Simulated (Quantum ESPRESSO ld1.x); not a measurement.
Question: Radial electron density D(r) = 4 pi r^2 rho(r) of an atom or ion with 5 electrons. All-electron calculation, scalar-relativistic Kohn-Sham, LDA (Slater exchange, Perdew-Wang correlation), spin-polarised, spherical densities, point nucleus. Program: ld1.x of Quantum ESPRESSO 7.5.

```
   r/bohr * D(r) (the largest magnitude, 6.21, reaches the edge; | marks zero)
 0.009281 |*
   0.0103 |*
  0.01143 | *
  0.01268 | *
  0.01407 | *
  0.01561 |  *
  0.01732 |  *
  0.01907 |   *
  0.02116 |    *
  0.02348 |     *
  0.02605 |      *
   0.0289 |       *
  0.03207 |         *
  0.03559 |           *
  0.03949 |             *
  0.04382 |               *
  0.04862 |                  *
  0.05395 |                     *
  0.05986 |                        *
  0.06642 |                           *
   0.0737 |                               *
  0.08178 |                                   *
  0.09074 |                                       *
  0.09988 |                                          *
   0.1108 |                                              *
    0.123 |                                                 *
   0.1365 |                                                   *
   0.1514 |                                                     *
    0.168 |                                                      *
   0.1864 |                                                      *
   0.2069 |                                                    *
   0.2295 |                                                  *
   0.2547 |                                              *
   0.2826 |                                         *
   0.3136 |                                    *
   0.3479 |                              *
   0.3861 |                         *
   0.4284 |                    *
   0.4753 |                *
   0.5232 |              *
   0.5806 |            *
   0.6442 |            *
   0.7148 |            *
   0.7931 |              *
   0.8801 |               *
   0.9765 |                *
    1.084 |                 *
    1.202 |                 *
    1.334 |                 *
     1.48 |               *
    1.643 |             *
    1.823 |          *
    2.022 |       *
    2.244 |     *
     2.49 |   *
    2.741 |  *
    3.041 |*
    3.374 |*
    3.744 *
    4.155 *
     4.61 *
    5.115 *
    5.676 *
```

What is the nuclear charge?

Answer: Z = 6. The innermost maximum, from 1s, lies near gamma/Z bohr with gamma = sqrt(1 - (Z/c)^2) = 0.999, here 0.167 bohr (found: 0.173), and its height grows with Z. The density is that of the carbon ion C+ in [He] 2s2 2p1; the configuration itself is not fixed sharply by these data. D(r) has 2 maxima, at r = 0.173, 1.15 bohr, and minima at 0.634 bohr, inside which lie 2.12 electrons.
